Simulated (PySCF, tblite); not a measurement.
A database entry of computed molecular properties. Lists by class give the value and the number of equivalent atoms.

```json
{
 "formula": "C5H8F2Si",
 "smiles": "FC(F)[C@H]1C=CC[SiH2]1",
 "inchi": "InChI=1S/C5H8F2Si/c6-5(7)4-2-1-3-8-4/h1-2,4-5H,3,8H2/t4-/m1/s1",
 "charge": 0,
 "multiplicity": 1,
 "geometry_level": "GFN2-xTB",
 "electronic_structure_code": "PySCF",
 "results": {
  "GFN2-xTB geometry": {
   "point_group": "C1",
   "rotational_constants_GHz": [2.982, 1.25, 0.937]
  },
  "CAM-B3LYP/def2-SVPD ground state and vertical TDDFT (core frozen in the response)": {
   "dipole_D": 2.93,
   "homo_eV": -8.89,
   "lumo_eV": 1.04,
   "S1_eV": 6.98,
   "strongest_line_of_8_singlets_eV": 7.18,
   "T1_tda_eV": 4.47,
   "polarisability_au": 82.1,
   "r2_bohr2_about_centre_of_nuclear_charge": 1199.8,
   "singlets_eV_and_f": [
    [6.98, 0.012],
    [7.18, 0.208],
    [7.5, 0.005],
    [7.61, 0.001],
    [7.92, 0.006],
    [8.07, 0.004],
    [8.08, 0.011],
    [8.31, 0.02]
   ],
   "triplets_tda_eV": [4.47, 6.86, 7.41]
  },
  "PBE0/pcSseg-1 ground state and GIAO shieldings, non-relativistic": {
   "shift_vs_computed_TMS_C_by_class_ppm": [
    [143.6, 1],
    [136.8, 1],
    [126.3, 1],
    [42.4, 1],
    [17.5, 1]
   ],
   "shift_vs_computed_TMS_H_by_class_ppm": [
    [6.32, 1],
    [6.07, 1],
    [5.8, 1],
    [4.41, 1],
    [4.35, 1],
    [2.92, 1],
    [1.81, 1],
    [1.79, 1]
   ],
   "shielding_other_nuclei_by_class_ppm": [
    ["F", 294.9, 1],
    ["F", 297.2, 1],
    ["Si", 383.9, 1]
   ]
  },
  "GFN2-xTB harmonic vibrations, gas phase": {
   "strongest_ir_bands_cm-1_km_per_mol_modes": [
    [653.1, 100.4, 1],
    [766.1, 198.6, 1],
    [1004.3, 122.3, 1],
    [1102.4, 120.5, 1],
    [2281.3, 406.3, 1],
    [2284.5, 190.0, 1]
   ],
   "zpe_kcal_per_mol": 71.8
  }
 }
}
```

With B = h/(8π²I), that is 505.379 GHz u Å² over I, the principal moments of inertia are 169.5, 404.2 and 539.5 u Å² (most abundant isotopes). No computed singlet falls in the visible range (750 to 380 nm, 1.65 to 3.26 eV); S1 lies 3.72 eV above its blue end. The vertical singlet–triplet gap S1 − T1 is 2.51 eV (TDDFT singlet less Tamm–Dancoff triplet; S1: HOMO→LUMO, weight 0.84; T1: HOMO→LUMO+1, weight 0.78). The 8 singlets span 6.98 to 8.31 eV, and their oscillator strengths add up to 0.27. In atomic units the dipole is 1.15 e·bohr (1 au = 2.5417 D).

One conformer stands for the species.
